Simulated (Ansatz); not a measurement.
Cost and result up the ladder for the cluster Ga₃H₅ (8 atoms). Total charge 0; singlet. Geometry: r2SCAN-D4/def2-SVP.

```xyz
8

Ga   -0.142   -0.423   -1.277
Ga   -0.456    0.588    1.127
Ga    1.638   -0.445    0.400
H    -1.590    1.303    1.942
H    -1.005   -0.594   -2.575
H     3.107   -0.851    0.761
H    -1.134   -0.786    0.182
H    -0.418    1.207   -0.560
```

Ansatz on 4 threads of Arm Neoverse V2 on a shared host. Times are rough, and most runs start from the orbitals of an earlier one. PBE0-D4/def2-TZVP serves as the yardstick here, not as an exact answer. Binding counts from free atoms at the same level (Ga doublet, H doublet; other spins of the atoms weren't run), without zero-point energy or a counterpoise term.

LC-ωPBE has ω = 0.4 bohr⁻¹. HSE06 is defined as in plane-wave codes, on full-range PBE exchange. Correlated methods freeze 27 core orbitals; core or outer-core shells of Ga are correlated, in sets that lack core-valence functions. Another isomer (singlet) lies 0.09 eV lower at PBE0-D4/def2-TZVP; other spin states weren't run for this one.

Correlated methods converge slowly with the basis.

| level | functions | wall time | binding energy per atom (eV) | difference from PBE0-D4/def2-TZVP (eV) |
| --- | --- | --- | --- | --- |
| PBE-D4/def2-TZVP (with forces) | 174 | 2.1 s | 2.09 | -0.01 |
| LC-ωPBE/def2-TZVP | 174 | 2.5 s | 2.11 | 0.02 |
| HSE06-D4/def2-TZVP | 174 | 3 s | 2.10 | 0.00 |
| PBE0-D4/def2-TZVP | 174 | 3.7 s | 2.10 | 0.00 |
| r2SCAN-D4/def2-TZVP | 174 | 4 s | 2.16 | 0.07 |
| CCSD(T)/def2-TZVP | 174 | 40 s | 2.08 | -0.01 |
